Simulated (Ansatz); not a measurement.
Mulliken charges of CH$_{5}$NO$_{2}$Si, SMILES `N[SiH2]C(=O)O` from B3LYP/def2-TZVPP in Ansatz (PBE0-D4/def2-TZVP geometry).

```csv
atom,x (Å),y (Å),z (Å),charge (e)
N1,1.203,1.306,0.384,-0.387
Si2,0.323,-0.080,0.854,0.411
C3,-0.865,-0.877,-0.438,0.190
O4,-1.515,-1.857,-0.181,-0.307
O5,-0.924,-0.274,-1.641,-0.268
H6,0.737,2.192,0.278,0.141
H7,1.973,1.224,-0.260,0.141
H8,1.268,-1.169,1.193,-0.057
H9,-0.562,0.264,1.991,-0.057
H10,-1.555,-0.780,-2.178,0.192
```

Q: By hand: the dipole of these point charges (1 e Å = 4.8032 D).

A: Σ q r = (0.259, 0.322, 0.017) e Å, of length 0.414 e Å = 1.99 D.

Q: How does the dipole of the full density compare? (Estimate.)

A: The calculation gave: (0.217, 0.448, -0.305) e Å, 2.80 D; the point charges give 0.71 times that, at 36° from its direction.

Point charges leave out the atoms' own dipoles, such as those of lone pairs, and Mulliken's split depends on the basis, so the two needn't agree.

B3LYP here is the variant with VWN-RPA as its local correlation; programs differ in this.
